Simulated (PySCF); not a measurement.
Task: Give a GFN2-xTB geometry of `CC(=O)C(C#N)C(C)=O`.

Result: 
```
atom  x, y, z in Å
C1    -1.7758    0.8069    1.3572
C2    -0.9772    0.5925    0.1104
O3    -0.9188    1.3592   -0.8095
C4    -0.1654   -0.7211    0.1223
C5    -0.4290   -1.4828   -1.0673
N6    -0.6501   -2.1044   -2.0004
C7     1.3137   -0.2858    0.2254
C8     1.9150    0.1444   -1.0679
O9     1.8552   -0.2722    1.2960
H10   -2.5141    0.0140    1.4668
H11   -2.2788    1.7697    1.3180
H12   -1.1110    0.7722    2.2195
H13   -0.4216   -1.3168    1.0037
H14    1.2590    0.8753   -1.5427
H15    1.9893   -0.7114   -1.7382
H16    2.9020    0.5692   -0.9048
```

Any rigid rotation of these coordinates is as good. Atoms count from 1 in this order. The 5 C–C bonds span 1.437 Å (C4–C5, drawn single) to 1.545 Å (C4–C7, drawn single), a spread of 0.108 Å. Of the pairs four or more bonds apart, O3···H14 is among the closest relative to their van der Waals radii: 2.35 Å, 86 % of the sum of Bondi's values.

Bonds between heavy atoms (Å): C1–C2 1.496, C2=O3 1.199, C2–C4 1.544, C4–C5 1.437, C5≡N6 1.143, C4–C7 1.545, C7–C8 1.490, C7=O9 1.200.

Computed geometry: GFN2-xTB, gas phase.

Point group: C1 (no symmetry element, even within 0.4 Å). GFN2-xTB frequencies: not computed here. The numbers are those of one conformer (C1–C2–C4–C5 128°, C2–C4–C7–C8 -80°).
